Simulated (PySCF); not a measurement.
Atomic charges against the basis set

C₂H₁₂GeOSi₂.
Structure used (PBE0-D3(BJ)/def2-SVP), in Å, numbered top down from 1:
```
atom  x, y, z in Å
C1    -2.3854    1.3779   -0.4373
C2    -2.0320   -0.0786   -0.2419
O3    -0.6339   -0.2163   -0.2493
Ge4    0.1481   -1.8240   -0.0759
Si5    2.4256   -1.1303   -0.1252
Si6    2.3096    1.1801   -0.5155
H7    -3.4766    1.5217   -0.4354
H8    -1.9497    1.9882    0.3679
H9    -1.9850    1.7430   -1.3949
H10   -2.4929   -0.6889   -1.0456
H11   -2.4576   -0.4456    0.7146
H12   -0.3403   -2.4654    1.2441
H13   -0.3078   -2.7149   -1.2555
H14    3.1717   -1.8413   -1.2102
H15    3.0946   -1.4284    1.1798
H16    3.6957    1.7401   -0.6086
H17    1.6032    1.4447   -1.8028
H18    1.6020    1.8485    0.6148
```

PBE0 throughout (PySCF), one geometry, spherical d and f functions. The structure is a single PBE0-D3(BJ)/def2-SVP conformer in the gas phase; no vibrational or solvent corrections. The calculation is non-relativistic, for germanium too. Atoms taken as equivalent share a column and are averaged. The first 7 of 11 kinds of atom are listed.

Mulliken charges (e):

```
      basis  functions      C1      C2      O3     Ge4     Si5     Si6  H7/H8/H9
     STO-3G         63  -0.236  -0.044  -0.338  +0.348  +0.284  +0.363    +0.081
   pcSseg-0        102  -0.653  -0.131  -0.795  +0.572  -0.173  +0.142    +0.233
      6-31G        104  -0.486  -0.043  -0.694  +0.632  +0.047  +0.308    +0.172
     6-31G*        134  -0.540  -0.042  -0.564  +0.242  +0.069  +0.162    +0.180
    cc-pVDZ        165  -0.091  +0.084  -0.482  +0.429  -0.023  +0.103    +0.048
   def2-SVP        170  -0.098  +0.144  -0.547  +0.478  -0.004  +0.183    +0.047
aug-cc-pVDZ        267  +0.303  +0.994  -0.648  +0.234  -0.988  -1.122    -0.129
  def2-TZVP        287  -0.337  -0.042  -0.403  +0.258  -0.028  +0.047    +0.118
```

IAO charges (e):

```json
{"basis": "STO-3G", "functions": "63", "C1": "-0.401", "C2": "-0.128", "O3": "-0.448", "Ge4": "+0.609", "Si5": "+0.205", "Si6": "+0.385", "H7/H8/H9": "+0.136"}
{"basis": "pcSseg-0", "functions": "102", "C1": "-0.426", "C2": "-0.060", "O3": "-0.579", "Ge4": "+0.529", "Si5": "+0.012", "Si6": "+0.168", "H7/H8/H9": "+0.148"}
{"basis": "6-31G", "functions": "104", "C1": "-0.430", "C2": "-0.064", "O3": "-0.591", "Ge4": "+0.550", "Si5": "+0.065", "Si6": "+0.203", "H7/H8/H9": "+0.150"}
{"basis": "6-31G*", "functions": "134", "C1": "-0.415", "C2": "-0.031", "O3": "-0.606", "Ge4": "+0.549", "Si5": "+0.150", "Si6": "+0.299", "H7/H8/H9": "+0.142"}
{"basis": "cc-pVDZ", "functions": "165", "C1": "-0.413", "C2": "-0.029", "O3": "-0.605", "Ge4": "+0.573", "Si5": "+0.141", "Si6": "+0.294", "H7/H8/H9": "+0.141"}
{"basis": "def2-SVP", "functions": "170", "C1": "-0.403", "C2": "-0.025", "O3": "-0.606", "Ge4": "+0.579", "Si5": "+0.144", "Si6": "+0.307", "H7/H8/H9": "+0.138"}
{"basis": "aug-cc-pVDZ", "functions": "267", "C1": "-0.424", "C2": "-0.034", "O3": "-0.616", "Ge4": "+0.578", "Si5": "+0.144", "Si6": "+0.293", "H7/H8/H9": "+0.145"}
{"basis": "def2-TZVP", "functions": "287", "C1": "-0.426", "C2": "-0.034", "O3": "-0.621", "Ge4": "+0.590", "Si5": "+0.160", "Si6": "+0.322", "H7/H8/H9": "+0.146"}
```

Hirshfeld charges (e):

```csv
basis,functions,C1,C2,O3,Ge4,Si5,Si6,H7/H8/H9
STO-3G,63,-0.044,+0.056,-0.243,+0.263,+0.213,+0.260,+0.016
pcSseg-0,102,-0.106,+0.012,-0.252,+0.337,+0.138,+0.210,+0.037
6-31G,104,-0.101,+0.019,-0.264,+0.309,+0.126,+0.193,+0.039
6-31G*,134,-0.103,+0.014,-0.238,+0.268,+0.136,+0.195,+0.038
cc-pVDZ,165,-0.116,+0.001,-0.217,+0.300,+0.149,+0.208,+0.040
def2-SVP,170,-0.119,+0.002,-0.223,+0.300,+0.156,+0.215,+0.041
aug-cc-pVDZ,267,-0.129,-0.011,-0.241,+0.315,+0.146,+0.208,+0.045
def2-TZVP,287,-0.125,-0.008,-0.234,+0.313,+0.147,+0.206,+0.043
```

ESP-fitted charges (e):

```csv
basis,functions,C1,C2,O3,Ge4,Si5,Si6,H7/H8/H9
STO-3G,63,-0.457,+0.074,-0.204,+0.176,+0.177,+0.199,+0.124
pcSseg-0,102,-0.486,+0.314,-0.420,+0.367,+0.067,+0.145,+0.127
6-31G,104,-0.411,+0.213,-0.411,+0.325,+0.140,+0.203,+0.114
6-31G*,134,-0.398,+0.213,-0.311,+0.151,+0.198,+0.111,+0.108
cc-pVDZ,165,-0.374,+0.237,-0.315,+0.246,+0.147,+0.089,+0.099
def2-SVP,170,-0.369,+0.245,-0.329,+0.267,+0.137,+0.119,+0.097
aug-cc-pVDZ,267,-0.418,+0.213,-0.296,+0.235,+0.148,+0.111,+0.112
def2-TZVP,287,-0.417,+0.221,-0.292,+0.227,+0.166,+0.109,+0.111
```

Some averages cover members that differ in this geometry, most widely: H7/H8/H9, Mulliken in aug-cc-pVDZ -0.157 to -0.114 e.

Task: Which scheme is steadiest as the basis changes?

Result: Largest range over the bases for any column: Hirshfeld 0.09 e, IAO 0.22 e, ESP-fitted 0.24 e, Mulliken 1.49 e. Hirshfeld charges move least and Mulliken charges most, counted in e. Without the minimal STO-3G basis the ranges are Hirshfeld 0.07, IAO 0.15, ESP-fitted 0.22, Mulliken 1.43 e.

Task: How much do the charges still move between the two largest bases, aug-cc-pVDZ and def2-TZVP?

Result: At most, over all atoms: Mulliken 1.169 e, IAO 0.029 e, Hirshfeld 0.007 e, ESP-fitted 0.018 e.

Task: What do the same runs give for the total energy, the frontier levels and the dipole moment?

Result: 
```json
{"basis": "STO-3G", "energy (Eh)": "-2781.4152", "HOMO (eV)": "-3.33", "LUMO (eV)": "5.45", "μ (D)": "0.71"}
{"basis": "pcSseg-0", "energy (Eh)": "-2810.5074", "HOMO (eV)": "-7.49", "LUMO (eV)": "-0.36", "μ (D)": "1.36"}
{"basis": "6-31G", "energy (Eh)": "-2813.4675", "HOMO (eV)": "-7.37", "LUMO (eV)": "-0.24", "μ (D)": "1.34"}
{"basis": "6-31G*", "energy (Eh)": "-2813.6288", "HOMO (eV)": "-7.43", "LUMO (eV)": "-0.25", "μ (D)": "1.03"}
{"basis": "cc-pVDZ", "energy (Eh)": "-2813.9281", "HOMO (eV)": "-7.51", "LUMO (eV)": "-0.27", "μ (D)": "0.95"}
{"basis": "def2-SVP", "energy (Eh)": "-2813.3993", "HOMO (eV)": "-7.60", "LUMO (eV)": "-0.30", "μ (D)": "1.06"}
{"basis": "aug-cc-pVDZ", "energy (Eh)": "-2813.9434", "HOMO (eV)": "-7.63", "LUMO (eV)": "-0.61", "μ (D)": "0.88"}
{"basis": "def2-TZVP", "energy (Eh)": "-2814.0381", "HOMO (eV)": "-7.66", "LUMO (eV)": "-0.48", "μ (D)": "0.88"}
```

The dipole is fixed by the density alone, so its range of 0.65 D shows that the density itself changes with the basis, not only its division among atoms.
